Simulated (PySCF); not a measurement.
Problem. Give a PBE0-D3(BJ)/def2-SVP geometry of `O=C(O)c1cc[c]o1` [radical]. (Doublet state.)

Solution. 
```xyz
11
C5H3O3 angstrom
O      2.0806   -1.3555   -0.8093
C      1.5147   -0.4750   -0.2173
O      2.1449    0.4497    0.5237
C      0.0680   -0.2619   -0.1990
C     -0.7450    0.6553    0.4170
C     -2.0888    0.3354    0.0506
C     -1.9384   -0.7534   -0.7577
O     -0.6973   -1.1311   -0.9277
H      3.0896    0.2432    0.4634
H     -0.4083    1.4653    1.0614
H     -3.0092    0.8335    0.3429
```

Orientation and origin are arbitrary. Atoms count from 1 in this order. C7 (carbon bonded to C and O) is bent (angle 114.3°). The C–O distances run from 1.203 Å (O1=C2, drawn double) to 1.368 Å (C4–O8, aromatic), a spread of 0.165 Å. C5 (carbon bonded to 2 C and H) is planar (angles 127.5°, 125.5° and 107.0°, sum 360.0°, 0.00 Å off the plane of its three neighbours). Of the pairs four or more bonds apart, O3···H10 is among the closest relative to their van der Waals radii: 2.80 Å, 103 % of the sum of Bondi's values.

Bonds between heavy atoms (Å): O1=C2 1.203, C2–O3 1.342, C2–C4 1.462, C4–C5 1.372, C5–C6 1.429, C6–C7 1.364, C7–O8 1.308, C4–O8 1.368.

Theory: PBE0-D3(BJ)/def2-SVP geometry optimisation, gas phase in PySCF.

Point group: Cs (every atom within 0.08 Å of its image). No PBE0-D3(BJ)/def2-SVP frequencies stand behind this structure, so it isn't proved a minimum. ⟨S²⟩ = 0.765 (exact for a doublet: 0.75). Torsions: O1–C2–O3–H 0°, O1–C2–C4–C5 179°.

Hardware: an x86-64 server with one thread, no GPU (shared host). Cost: 2.1 min of wall time. That covers the optimisation of the geometry.

One conformer stands for the species.
